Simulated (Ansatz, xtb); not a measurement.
# C2H2F2Te: which of two isomers lies lower

Structure a is `FC(F)=C[TeH]`, a singlet and structure b is `F/C=C\[Te]F`, a singlet. Both are isolated molecules in the gas phase, relaxed with BLYP-D3(BJ)/def2-SVP, each in the lowest conformer that the search found.

Q: Estimate E(b) − E(a) at the level CCSD(T)/def2-SVP + ΔMP2/def2-TZVPP.

A: Too close to call at this level: CCSD(T)/def2-SVP + ΔMP2/def2-TZVPP gives E(b) − E(a) = −3.09 kJ/mol.

Level by level:

```json
{"level": "GFN2-xTB", "geometry": "GFN2-xTB", "E(b) − E(a) (kJ/mol)": "−50.55", "departure from the last row (kJ/mol)": "−47.46", "job, with rough time for the two": "optimisation, 1.3 s"}
{"level": "HF/STO-3G", "geometry": "GFN2-xTB", "E(b) − E(a) (kJ/mol)": "+113.67", "departure from the last row (kJ/mol)": "+116.76", "job, with rough time for the two": "single point, 4.3 s"}
{"level": "r2SCAN-D4/def2-SVP", "geometry": "GFN2-xTB", "E(b) − E(a) (kJ/mol)": "+25.46", "departure from the last row (kJ/mol)": "+28.55", "job, with rough time for the two": "single point, 14 s"}
{"level": "BLYP-D3(BJ)/def2-SVP", "geometry": "BLYP-D3(BJ)/def2-SVP", "E(b) − E(a) (kJ/mol)": "+11.29", "departure from the last row (kJ/mol)": "+14.38", "job, with rough time for the two": "optimisation, 6.1 min"}
{"level": "HF/def2-SVP", "geometry": "BLYP-D3(BJ)/def2-SVP", "E(b) − E(a) (kJ/mol)": "+24.10", "departure from the last row (kJ/mol)": "+27.19", "job, with rough time for the two": "part of the CCSD(T) run"}
{"level": "MP2/def2-SVP", "geometry": "BLYP-D3(BJ)/def2-SVP", "E(b) − E(a) (kJ/mol)": "+22.44", "departure from the last row (kJ/mol)": "+25.54", "job, with rough time for the two": "part of the CCSD(T) run"}
{"level": "CCSD(T)/def2-SVP", "geometry": "BLYP-D3(BJ)/def2-SVP", "E(b) − E(a) (kJ/mol)": "+21.51", "departure from the last row (kJ/mol)": "+24.61", "job, with rough time for the two": "single point"}
{"level": "CCSD(T)/def2-SVP + ΔMP2/def2-TZVPP", "geometry": "BLYP-D3(BJ)/def2-SVP", "E(b) − E(a) (kJ/mol)": "−3.09", "departure from the last row (kJ/mol)": "", "job, with rough time for the two": "single point, 2.2 min"}
```

As drawn, b has 1 F–Te, 1 C–H in place of 1 C–F, 1 Te–H.

The largest departure from CCSD(T)/def2-SVP + ΔMP2/def2-TZVPP is that of HF/STO-3G, 116.76 kJ/mol. The last row adds to CCSD(T) the change of the MP2 difference between the two basis sets, here −24.61 kJ/mol, a large step that makes the value less sure.

With harmonic frequencies from BLYP-D3(BJ)/def2-SVP (ideal gas, rigid rotor, one conformer each, 400 K, 1 atm): on the last row, ΔE + ΔZPE = +3.33 kJ/mol. A mode under 50 cm⁻¹ makes harmonic enthalpies and free energies unreliable, so none is given.

The correlated steps freeze 8 core orbitals; the filled d shell of Te is correlated, in a basis made for valence electrons. Atoms past krypton carry core potentials in the def2 sets, other sets are all-electron and non-relativistic, and no spin–orbit term is included. Run with Ansatz 0.2.0, xtb 6.7.1; the last row on 1 thread of AMD EPYC (Zen 3) on a shared host.
